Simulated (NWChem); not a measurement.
# CdICl; SMILES [Cl][Cd][I]

Program: NWChem. Medium grid unless said otherwise, to which SCAN and Minnesota functionals are sensitive. All runs use the structure optimised with PBE0/def2-SVP. def2 effective core potentials on Cd, I; no spin-orbit coupling.

### Question
Among these, which level gives the lowest value of “dipole (D)”?
(A) PBE/def2-SVP
(B) LC-BLYP (range parameter 0.33 per bohr)/def2-SVP
(C) M05-2X/def2-SVP
(D) PBE0/def2-SVP

### Answer
C, M05-2X/def2-SVP. Values: M05-2X/def2-SVP 0.23; LC-BLYP (range parameter 0.33 per bohr)/def2-SVP 0.54; PBE0/def2-SVP 0.65; PBE/def2-SVP 0.66
